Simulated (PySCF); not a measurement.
**Electron correlation in Pt+ (platinum, charge +1)**

[Xe] 4f14 5d8 6s1, 6s spin antiparallel (an excited configuration). Calculation: PySCF 2.14, in ANO-RCC-VTZP (8s7p5d3f1g, 84 functions); scalar relativity by spin-free X2C-1e. Frozen: [Xe] 4f14; 9 electrons correlated.

MP2 pair energies summed by pair of shells (mhartree):

| pair | energy | share (%) |
| --- | --- | --- |
| 5d-5d | -187.14 | 79.7 |
| 5d-6s | -47.54 | 20.3 |

Total MP2 correlation energy: -234.68 mhartree.

Same-spin part -78.55 and opposite-spin part -156.12 mhartree; SCS-MP2 scales them by 1/3 and 6/5 to -213.53 mhartree.
